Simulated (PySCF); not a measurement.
# How the method changes the shape and vibrations of H4NOSi anion

All numbers below are calculated, not measured. They come from PySCF 2.14.0, an open-source quantum chemistry program, on an isolated molecule that a program drew, which may never have been made. The molecule is H4NOSi anion (charge -1, singlet), drawn as the SMILES string `N[SiH-]O`.

The geometry was optimised and harmonic frequencies were computed with HF and MP2, all in the aug-cc-pV(D+d)Z basis, for the commonest isotopes, with a restricted reference for singlets and an unrestricted one otherwise, and a frozen core in MP2. Each result is a local minimum of its method.

Geometry at the HF minimum:
```xyz
7
H4NOSi anion, angstrom
N    -0.2210    0.7495    0.4829
Si    0.6439    2.1195   -0.3922
O     2.2751    1.5008   -0.3878
H    -0.6539    1.0167    1.3457
H    -0.8998    0.2498   -0.0609
H     0.2041    1.6433   -1.8094
H     2.2779    0.5588   -0.4434
```

Lengths of the bonds as drawn, in Å (atoms numbered as above):
```
  bond     HF    MP2
N1-Si2  1.841  1.870
Si2-O3  1.745  1.785
 N1-H4  1.002  1.020
 N1-H5  1.003  1.022
Si2-H6  1.558  1.560
 O3-H7  0.944  0.970
```

Rotational constants, in GHz:
| constant | HF | MP2 |
|---|---|---|
| A | 19.39 | 18.44 |
| B | 7.263 | 7.131 |
| C | 5.742 | 5.582 |

Harmonic frequencies in cm^-1, each column in rising order, so a row needn't be the same motion in every method:
```
rank,HF,MP2
1,179,175
2,232,236
3,389,377
4,524,495
5,651,609
6,708,645
7,730,681
8,858,795
9,981,924
10,1025,962
11,1686,1546
12,1831,1823
13,3728,3506
14,3813,?
15,4149,3773
```

**Estimate the missing MP2 frequency from the HF column.**

A single factor s that minimises the squared misfit of MP2 against s times HF over the other rows is sum(HF x MP2) / sum(HF^2) = 0.9300, with an rms misfit of 42 cm^-1. For rank 14 it gives 0.9300 x 3813 = 3546 cm^-1. The calculation gives 3613 cm^-1, 67 cm^-1 above the estimate. The drawn bonds are on average 1.7 % longer in MP2 than in HF.
